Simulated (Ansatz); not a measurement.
TeSe₂, relaxed as a singlet with RKS B3LYP-D4/def2-TZVP in Ansatz, starting from the GFN1-xTB geometry. Force threshold 0.02 eV/Å.

In the def2 sets Te takes a core potential; there is no spin–orbit coupling. The restricted singlet is unstable towards broken spin symmetry at other levels; at B3LYP-D4/def2-TZVP this wasn't settled. Another isomer (singlet) lies 0.46 eV lower at PBE0-D4/def2-TZVP; other spin states weren't run for this one.

Start:

Cartesian coordinates in Å:
```
Se 1.806 0.564 0.447
Se 0.224 -0.559 -0.545
Te -2.030 -0.005 0.098
```

(1) Estimate the energy that the relaxation releases and the steps that it takes.

(2) Does the start keep its bonding and symmetry?

(3) Predict the relaxed structure.

## Answers

(1) 2.5 kJ/mol, in 4 steps; 7.5 s on 4 threads of Arm Neoverse V1 on a shared host. No frequencies were taken in this run, so the end may be a saddle point.

(2) By distances, no bond broke or formed. The bond that changes most is Se1–Se2, from 2.18 to 2.22 Å (atoms count from 1). Point group Cs at the start, Cs at the end, both within 0.05 Å.

(3) 
Cartesian coordinates in Å:
```
Se 1.834 0.576 0.457
Se 0.221 -0.572 -0.556
Te -2.055 -0.004 0.100
```
Bond lengths: 1 × Se–Se 2.22 Å; 1 × Se–Te 2.44 Å.
